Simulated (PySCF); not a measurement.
## Radial density of Ne²⁺ (neon, charge +2)

r2SCAN, [He] 2s2 2p4, high-spin 3P determinant. Calculation: PySCF 2.14, in cc-pVTZ-DK; the spin-free X2C one-electron Hamiltonian (Gaussian nucleus).

```
r (bohr)  4πr²ρ (e/bohr)  4πr²(ρα − ρβ)
 0.00290         0.06718         0.0000
 0.00488          0.1809         0.0000
 0.00821          0.4672         0.0000
  0.0138           1.165         0.0002
  0.0232           2.703         0.0008
  0.0391           5.551         0.0041
  0.0657           9.230         0.0233
   0.111           10.90         0.1227
   0.186           7.772         0.4913
   0.313           4.924         1.4274
   0.526           6.828         2.3420
   0.885           5.400         1.6882
    1.49           1.204         0.3618
    2.50         0.05064         0.0125
    4.21       0.0001389         0.0000
```

Densities and radii are taken from the X2C orbitals without a picture-change correction, which distorts them close to the nucleus.
